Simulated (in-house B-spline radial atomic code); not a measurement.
Rb. Computed with a B-spline radial atomic code. Model: non-relativistic spherical atom: semilocal Troullier-Martins pseudo-atom, one channel per l, against all electrons, high spin, G0W0 and RPA with empty states to l = 8, local potential for every l without a channel, a model core (radius 0 = none) keeps its share of the functional.

The core holds an angular momentum without a channel of its own, so the local potential lets valence electrons into it.

Without relativity these are model numbers for so heavy an element.

What the tables leave out is listed at the end.

The pseudopotential gives back the lowest level of each angular momentum of its own functional in the configuration it was made in; a second state of the same l is only approximately right. Exact exchange, RPA and GW see the smooth pseudo-orbitals and miss the exchange with the core, for which the functional's share stands in. The column with an uncorrelated core keeps all orbitals and exact exchange, and so separates missing core correlation from pseudisation. Only the three outermost levels and the lowest empty one were computed. RPA here is direct RPA, with no exchange kernel, and its energies carry an (l + 1/2)⁻⁴ tail. A hybrid on a potential with a model core restores only its own semilocal share of the core's exchange.

Command:
```bash
python run_psgw.py task.json out
```
Settings (lengths in bohr, energies in hartree):
```
Z                      37
electrons              37
configuration          [Kr] 5s1
generated_in           [Kr] 5s1
functional             pbe,pbe
core_shells            7
radius_factor          0.9
core_correction        False
ion_configuration      [Ar] 3d10 4s2 4p6
```

Cost of the run: 66 s on 1 thread of Arm Neoverse N1 (shared host).

Given: made with PBE; model core radius 0 bohr; local radius 1.62 bohr; mean-field start PBE0.

Valence shells of the generating configuration: 4p, 5s.

Channel: s 3.4, p 1.306 (radii in bohr).

Computed: largest level miss in the spin-unpolarised generating configuration 0.001 eV; valence RPA correlation energy all-electron orbitals -0.26893 hartree; valence RPA correlation energy pseudo -0.4117 hartree; all-electron RPA polarisability, core included 156.33 bohr³; pseudo-atom RPA polarisability 140.52 bohr³; ionisation by RPA all-electron 4.4213 eV; ionisation by RPA pseudo minus all 0.245 eV.

| level | occupied | mean-field all-electron (eV) | mean-field pseudo minus all (eV) | G0W0 all-electron (eV) | G0W0 uncorrelated core minus all (eV) | G0W0 pseudo minus all (eV) | exchange self-energy all-electron (eV) | exchange self-energy pseudo (eV) |
| --- | --- | --- | --- | --- | --- | --- | --- | --- |
| 5s up | 1 | -2.8266 | -0.084 | -4.3496 | 0.02 | -0.208 | -5.4365 | -5.6518 |
| 5s down (empty) | 0 | -1.0449 | -0.056 | -0.40181 | 0.022 | -0.098 | -0.85353 | -0.89491 |

Problem. What is the ionisation by mean-field pseudo minus all?

Solution. 0.126 eV.

Problem. What is the ionisation by mean-field all-electron?

Solution. 4.1387 eV.

Given: mean-field start Hartree-Fock.

Computed: valence RPA correlation energy all-electron orbitals -0.21796 hartree; valence RPA correlation energy pseudo -0.34205 hartree; all-electron RPA polarisability, core included 117.25 bohr³; ionisation by mean-field all-electron 3.7453 eV; ionisation by mean-field pseudo minus all 0.513 eV; ionisation by RPA pseudo minus all 0.287 eV.

| level | occupied | mean-field all-electron (eV) | mean-field pseudo minus all (eV) | G0W0 all-electron (eV) | G0W0 uncorrelated core minus all (eV) | G0W0 pseudo minus all (eV) | exchange self-energy all-electron (eV) | exchange self-energy pseudo (eV) |
| --- | --- | --- | --- | --- | --- | --- | --- | --- |
| 5s up | 1 | -3.7582 | -0.557 | -4.2895 | 0.019 | -0.349 | -4.9959 | -6.1801 |
| 4p down | 1 | -22.019 | 2.431 | -22.115 | -0.126 | 1.584 | -24.26 | -17.041 |
| 4p up | 1 | -22.06 | 2.235 | -22.153 | -0.128 | 1.552 | -24.219 | -17.138 |

Problem. What is the pseudo-atom RPA polarisability?

Solution. 77.052 bohr³.

Problem. What is the ionisation by RPA all-electron?

Solution. 4.2123 eV.

Among the listed levels the largest G0W0 shift of the pseudo-atom is +1.58 eV, for 4p down on the Hartree-Fock start, while leaving the core uncorrelated moves that level by -0.13 eV. So pseudisation and the lost core exchange, not the missing core correlation, make the error. Not in the tables (levels of low weight, unsolved or above zero; the highest and the empty levels are kept at any weight): on PBE, a start not tabulated, the G0W0 levels 5s up (pseudo minus all -0.11 eV, weights 0.53 and 0.60), 4p down (pseudo minus all +0.06 eV, weights 0.10 and 0.07), 4p up (pseudo minus all -1.67 eV, weights 0.10 and 0.12), 5s down (pseudo minus all -0.20 eV, weights 0.73 and 0.71); on PBE0 the G0W0 levels 4p down (pseudo minus all +1.31 eV, weights 0.44 and 0.04), 4p up (pseudo minus all +1.30 eV, weights 0.45 and 0.04).
